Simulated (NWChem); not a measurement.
System: CH₆F₂Si₂; SMILES FC(F)[SiH2][SiH3]

Input file for NWChem:

```
start job
memory heap 200 mb stack 900 mb global 1100 mb
geometry units angstroms noautosym nocenter noautoz
  F     -0.331454     1.391318    -1.418590
  C      0.256466     1.427297    -0.172051
  F     -0.742704     1.640171     0.753769
  Si     1.073631    -0.283006     0.178558
  Si    -0.601448    -1.923353     0.048980
  H      0.916409     2.303747    -0.147517
  H      1.698217    -0.224086     1.529120
  H      2.145735    -0.494513    -0.833103
  H     -1.212881    -1.928072    -1.305886
  H     -0.014955    -3.266324     0.314202
  H     -1.660985    -1.657120     1.056966
end
basis spherical
  * library 6-31g*
end
dft
  xc pbe0
  iterations 150
end
cosmo
  do_cosmo_smd true
  solvent meg
end
task dft energy
```

Output (shortened):

```
             Northwest Computational Chemistry Package (NWChem) 7.3.0
             --------------------------------------------------------

                             Geometry "geometry" -> ""
                             -------------------------

 Output coordinates in angstroms (scale by  1.889725989 to convert to a.u.)

  No.       Tag          Charge          X              Y              Z
 ---- ---------------- ---------- -------------- -------------- --------------
    1 F                    9.0000    -0.33145400     1.39131800    -1.41859000
    2 C                    6.0000     0.25646600     1.42729700    -0.17205100
    3 F                    9.0000    -0.74270400     1.64017100     0.75376900
    4 Si                  14.0000     1.07363100    -0.28300600     0.17855800
    5 Si                  14.0000    -0.60144800    -1.92335300     0.04898000
    6 H                    1.0000     0.91640900     2.30374700    -0.14751700
    7 H                    1.0000     1.69821700    -0.22408600     1.52912000
    8 H                    1.0000     2.14573500    -0.49451300    -0.83310300
    9 H                    1.0000    -1.21288100    -1.92807200    -1.30588600
   10 H                    1.0000    -0.01495500    -3.26632400     0.31420200
   11 H                    1.0000    -1.66098500    -1.65712000     1.05696600

 Effective nuclear repulsion energy (a.u.)     294.7032198510

                                 NWChem DFT Module
                                 -----------------

 Summary of "ao basis" -> "ao basis" (spherical)
 ------------------------------------------------------------------------------
       Tag                 Description            Shells   Functions and Types
 ---------------- ------------------------------  ------  ---------------------
 F                           6-31g*                  6       14   3s2p1d
 C                           6-31g*                  6       14   3s2p1d
 Si                          6-31g*                  8       18   4s3p1d
 H                           6-31g*                  2        2   2s

 in cosmo_initialize ...
 calling solv_data for solv:meg

 solvent parameters
 solvname_short: meg
 solvname_long:  1,2-ethanediol
 dielec:       40.2450
 dielecinf:     2.0501
 nonaqueous SMD model solvent descriptors
 dielec:       40.2450
 sola:          0.5800
 solb:          0.7800
 solc:          0.0000
 solg:         69.0700
 solh:          0.0000
 soln:          1.4318

          ---------------
          -cosmo- solvent
          ---------------
 Cosmo: York-Karplus, doi: 10.1021/jp992097l
 dielectric constant -eps-     =  40.24
 screen = (eps-1)/(eps    )    =   0.97515
 surface charge correction     = lagrangian

   van der Waals surface
 --------------------------

 ---------- ATOMIC COORDINATES (A.U.) ------------ VDWR(ANG.) --
     1   -0.62635724    2.62920978   -2.68074639     1.730
     2    0.48465047    2.69720023   -0.32512925     1.850
     3   -1.40350705    3.09947376    1.42441687     1.730
     4    2.02886840   -0.53480379    0.33742569     2.470
     5   -1.13657192   -3.63461015    0.09255878     2.470
     6    1.73176190    4.35345058   -0.27876671     1.200
     7    3.20916480   -0.42346114    2.88961780     1.200
     8    4.05485119   -0.93449407   -1.57433639     1.200
     9   -2.29201275   -3.64352777   -2.46776671     1.200
    10   -0.02826085   -6.17245735    0.59375569     1.200
    11   -3.13880652   -3.13150273    1.99737612     1.200
 number of segments per atom =        128
 number of   points per atom =        128
 atom (   nspa,  nppa )
 ----------------------
    1 (     76,     0 )       0
    2 (     19,     0 )       0
    3 (     74,     0 )       0
    4 (     67,     0 )       0
    5 (     88,     0 )       0
    6 (     54,     0 )       0
    7 (     34,     0 )       0
    8 (     34,     0 )       0
    9 (     34,     0 )       0
   10 (     33,     0 )       0
   11 (     34,     0 )       0
 number of -cosmo- surface points =      547
 molecular surface =    146.450 angstrom**2
 molecular volume  =    141.103 angstrom**3
 -lineq- algorithm             =   0
 -bem- low  level              =   3
 -bem- from -octahedral-
 gaussian surface charge width =   4.50000
 degree of switching           =   1.00000
 switching function tolerance  =   0.00010
 atomic radii =
 --------------
    1  9.000  1.730
    2  6.000  1.850
    3  9.000  1.730
    4 14.000  2.470
    5 14.000  2.470
    6  1.000  1.200
    7  1.000  1.200
    8  1.000  1.200
    9  1.000  1.200
   10  1.000  1.200
   11  1.000  1.200
 ...... end of -cosmo- initialization ......

 nat:                    11
 ixmem:                  6636
 calling mnsol_interface()
 G(SMD-CDS) energy (kcal/mol)  =     2.648
 SMD-CDS SASA (angstrom**2)    =   169.574

            General Information
            -------------------
          SCF calculation type: DFT
          Wavefunction type:  closed shell.
          No. of atoms     :    11
          No. of electrons :    58
           Alpha electrons :    29
            Beta electrons :    29
          Charge           :     0
          Spin multiplicity:     1
          Use of symmetry is: off; symmetry adaption is: off
          Maximum number of iterations: 150
          AO basis - number of functions:    90
                     number of shells:    46
          Convergence on energy requested:  1.00D-06
          Convergence on density requested:  1.00D-05
          Convergence on gradient requested:  5.00D-04

              XC Information
              --------------
                         PBE0 Method XC Functional
                     Hartree-Fock (Exact) Exchange  0.250
          PerdewBurkeErnzerhof Exchange Functional  0.750
            Perdew 1991 LDA Correlation Functional  1.000 local
           PerdewBurkeErnz. Correlation Functional  1.000 non-local

             Grid Information
             ----------------
          Grid used for XC integration:  medium
          Radial quadrature: Mura-Knowles
          Angular quadrature: Lebedev.
          Tag              B.-S. Rad. Rad. Pts. Rad. Cut. Ang. Pts.
          ---              ---------- --------- --------- ---------
          F                   0.50       49          12.0       434
          C                   0.70       49          11.0       434
          Si                  1.10       88          11.0       590
          H                   0.35       45          13.0       434
          Grid pruning is: on
          Number of quadrature shells:   593
          Spatial weights used:  Erf1

      Superposition of Atomic Density Guess
      -------------------------------------

 Sum of atomic energies:        -817.02892847

      Non-variational initial energy
      ------------------------------

 Total energy =    -818.445600
 1-e energy   =   -1720.589902
 2-e energy   =     607.441082
 HOMO         =      -0.291496
 LUMO         =       0.065528

   convergence    iter        energy       DeltaE   RMS-Dens  Diis-err
 ---------------- ----- ----------------- --------- --------- ---------
     COSMO gas phase
 d= 0,ls=0.0,diis     1   -819.7240203249 -1.11D+03  1.33D-02  9.01D-01
 d= 0,ls=0.0,diis     2   -819.6725894352  5.14D-02  6.70D-03  1.74D+00
 d= 0,ls=0.0,diis     3   -819.8306116673 -1.58D-01  9.85D-04  1.30D-02
 d= 0,ls=0.0,diis     4   -819.8315633375 -9.52D-04  3.80D-04  2.00D-03
 d= 0,ls=0.0,diis     5   -819.8317690883 -2.06D-04  8.64D-05  5.18D-05
  Resetting Diis
 d= 0,ls=0.0,diis     6   -819.8317764617 -7.37D-06  2.15D-05  2.42D-06
 d= 0,ls=0.0,diis     7   -819.8317769059 -4.44D-07  6.87D-06  1.13D-07

   convergence    iter        energy       DeltaE   RMS-Dens  Diis-err
 ---------------- ----- ----------------- --------- --------- ---------
     COSMO solvation phase
 d= 0,ls=0.0,diis     1   -819.8313734097  4.03D-04  1.25D-03  2.00D-03
 d= 0,ls=0.0,diis     2   -819.8318913428 -5.18D-04  2.37D-04  8.42D-04
 d= 0,ls=0.0,diis     3   -819.8319512079 -5.99D-05  9.90D-05  2.24D-04
 d= 0,ls=0.0,diis     4   -819.8319689415 -1.77D-05  3.15D-05  8.53D-06
 d= 0,ls=0.0,diis     5   -819.8319698946 -9.53D-07  9.10D-06  9.79D-07

         Total DFT energy =     -819.831969894551
      One electron energy =    -1723.687814041778
           Coulomb energy =      679.119789001878
    Exchange-Corr. energy =      -69.972480639851
 Nuclear repulsion energy =      294.703219850988

             COSMO energy =        0.005315934213

 Numeric. integr. density =       58.000020555921

                                COSMO-SMD solvation results
                                ---------------------------

             internal energy in gas <Psi(g)|H|Psi(g)> =      -819.831776905920
         internal energy in solvent <Psi(s)|H|Psi(s)> =      -819.831048628648
                               delta internal energy  =         0.000728277272 (    0.46 kcal/mol)
   total free energy in solvent <Psi(s)|H+V/2|Psi(s)> =      -819.836189895691
 polarization energy contribution <Psi(s)|V/2|Psi(s)> =        -0.005141267043 (   -3.23 kcal/mol)
    total free energy in solvent including G(SMD-CDS) =      -819.831969894551
                       G(SMD-CDS) energy contribution =         0.004220001140 (    2.65 kcal/mol)
     1 M fixed-concentration free energy of solvation =        -0.000192988631 (   -0.12 kcal/mol)

                       DFT Final Molecular Orbital Analysis
                       ------------------------------------

 Vector   27  Occ=2.000000D+00  E=-3.523018D-01
              MO Center=  2.3D-01, -1.1D+00,  1.1D-01, r^2= 4.9D+00
   Bfn.  Coefficient  Atom+Function         Bfn.  Coefficient  Atom+Function
  ----- ------------  ---------------      ----- ------------  ---------------
    51      0.278387   4 Si pz               69     -0.279554   5 Si pz
    82      0.211201   7 H  s                84     -0.211029   8 H  s
    86      0.204946   9 H  s                90     -0.204831  11 H  s
    81      0.174501   7 H  s                83     -0.174418   8 H  s
    85      0.174214   9 H  s                89     -0.174198  11 H  s

 Vector   28  Occ=2.000000D+00  E=-3.201729D-01
              MO Center=  3.9D-01, -2.0D-01,  3.9D-02, r^2= 4.0D+00
   Bfn.  Coefficient  Atom+Function         Bfn.  Coefficient  Atom+Function
  ----- ------------  ---------------      ----- ------------  ---------------
    49      0.382182   4 Si px               67     -0.230601   5 Si px
    32     -0.212814   3 F  py                4     -0.207329   1 F  py
    18      0.186286   2 C  py               68     -0.170758   5 Si py
    48     -0.168778   4 Si s                82      0.159564   7 H  s
    84      0.159689   8 H  s                36     -0.158431   3 F  py

 Vector   29  Occ=2.000000D+00  E=-2.994778D-01
              MO Center=  1.9D-01,  5.9D-02, -2.9D-02, r^2= 4.1D+00
   Bfn.  Coefficient  Atom+Function         Bfn.  Coefficient  Atom+Function
  ----- ------------  ---------------      ----- ------------  ---------------
    50      0.374961   4 Si py               18     -0.317916   2 C  py
     4      0.217250   1 F  py               32      0.216428   3 F  py
    68     -0.216685   5 Si py               67     -0.199373   5 Si px
    80     -0.171035   6 H  s                 8      0.163441   1 F  py
    36      0.163290   3 F  py               79     -0.149744   6 H  s

 Vector   30  Occ=0.000000D+00  E= 1.181965D-02
              MO Center=  5.1D-01, -8.4D-01,  1.4D-01, r^2= 4.9D+00
   Bfn.  Coefficient  Atom+Function         Bfn.  Coefficient  Atom+Function
  ----- ------------  ---------------      ----- ------------  ---------------
    54      0.840271   4 Si py               20     -0.655557   2 C  s
    72      0.525883   5 Si py               88      0.511519  10 H  s
    70      0.370322   5 Si s                86     -0.286709   9 H  s
    90     -0.288085  11 H  s                82      0.263196   7 H  s
    84      0.264350   8 H  s                50      0.240125   4 Si py

 Vector   31  Occ=0.000000D+00  E= 2.754811D-02
              MO Center=  8.7D-02, -1.2D+00,  9.7D-02, r^2= 6.8D+00
   Bfn.  Coefficient  Atom+Function         Bfn.  Coefficient  Atom+Function
  ----- ------------  ---------------      ----- ------------  ---------------
    52      1.335069   4 Si s                70     -1.237870   5 Si s
    53     -1.057762   4 Si px               71     -1.050187   5 Si px
    72     -0.848917   5 Si py               54     -0.734814   4 Si py
    49     -0.239665   4 Si px               67     -0.236585   5 Si px
    66     -0.230577   5 Si s                48      0.219288   4 Si s

 Vector   32  Occ=0.000000D+00  E= 2.770029D-02
              MO Center=  2.2D-01, -1.1D+00,  1.1D-01, r^2= 4.6D+00
   Bfn.  Coefficient  Atom+Function         Bfn.  Coefficient  Atom+Function
  ----- ------------  ---------------      ----- ------------  ---------------
    73      0.705388   5 Si pz               86      0.626788   9 H  s
    90     -0.613837  11 H  s                55      0.577957   4 Si pz
    82     -0.563236   7 H  s                84      0.552352   8 H  s
    51      0.264316   4 Si pz               69      0.254127   5 Si pz
    72      0.164753   5 Si py               54      0.138531   4 Si py

     Multipole analysis of the density
     ---------------------------------

     L   x y z        total         alpha         beta         nuclear
     -   - - -        -----         -----         ----         -------
     0   0 0 0     -0.000000    -29.000000    -29.000000     58.000000

     1   1 0 0      0.792187      0.062107      0.062107      0.667973
     1   0 1 0     -0.061270      0.260582      0.260582     -0.582434
     1   0 0 1      0.156637      3.117358      3.117358     -6.078079

     2   2 0 0    -33.357209    -88.292573    -88.292573    143.227937
     2   1 1 0      2.064077     -7.597685     -7.597685     17.259447
     2   1 0 1      0.010375     -3.025904     -3.025904      6.062182
     2   0 2 0    -32.474201   -247.467260   -247.467260    462.460318
     2   0 1 1      0.090628     19.091277     19.091277    -38.091926
     2   0 0 2    -35.151118    -70.887823    -70.887823    106.624528
```

Level: PBE0/6-31G* (spherical d), SMD on the gas-phase geometry. All runs use the structure optimised with B3LYP/6-31G* (spherical d). Solvent: ethylene glycol.
